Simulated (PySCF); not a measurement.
**Magnetisability: `[AsH3]->[Cu][Br]`, AsBrCuH$_{3}$**

Geometry:
| atom | x (Å) | y (Å) | z (Å) |
| --- | --- | --- | --- |
| Cu1 | 0.009 | 0.001 | -1.583 |
| As2 | 0.009 | -0.021 | 0.741 |
| H3 | 0.783 | -0.980 | 1.562 |
| H4 | -1.231 | -0.208 | 1.532 |
| H5 | 0.447 | 1.150 | 1.538 |
| Br6 | -0.017 | 0.059 | -3.790 |

The calculation used GIAO PBE0/def2-SVP (def2-TZVP on Cu) magnetisability, rotational g tensor and spin-rotation constants, non-relativistic, gas phase in PySCF 2.14.0. Geometry: GFN2-xTB.

The calculation is non-relativistic, which matters for the atoms heavier than Zn.

(1) What are the magnetisability and the molar susceptibility?

(2) Split it along the inertial axes a, b, c into diamagnetic and paramagnetic parts about the centre of mass, with the quadrupole moment.

(3) And the rotational g tensor?

Answers

(1) Isotropic -1483 × 10⁻³⁰ J/T², or -89.3 × 10⁻⁶ cm³/mol; principal values -1487, -1486, -1476 × 10⁻³⁰ J/T², anisotropy 11 × 10⁻³⁰ J/T² (root of half the summed squared differences of the principal values). The susceptibility is in cgs units.

(2) 
| axis | χ (10⁻⁶ cm³/mol) | diamagnetic (10⁻⁶ cm³/mol) | paramagnetic (10⁻⁶ cm³/mol) | summed x² of all electrons (Å²) | quadrupole Θ (D Å) |
| --- | --- | --- | --- | --- | --- |
| a | -88.9 | -108.5 | 19.6 | 387.8 | +1.28 |
| b | -89.5 | -1699.3 | 1609.8 | 12.8 | -0.64 |
| c | -89.5 | -1699.3 | 1609.8 | 12.8 | -0.64 |

Anisotropies 2χaa − χbb − χcc = +1.3 and 2χbb − χaa − χcc = -0.7 × 10⁻⁶ cm³/mol. Θ is traceless in Buckingham's convention.

(3) 
| axis | rotational constant (GHz) | g | nuclear part | electronic part |
| --- | --- | --- | --- | --- |
| a | 107.1933 | +0.0091 | 0.9967 | -0.9876 |
| b | 0.6157 | +0.0006 | 0.4662 | -0.4657 |
| c | 0.6157 | +0.0006 | 0.4662 | -0.4656 |

Prolate top; isotopes 75As, 79Br, 63Cu, 1H; no vibrational averaging.
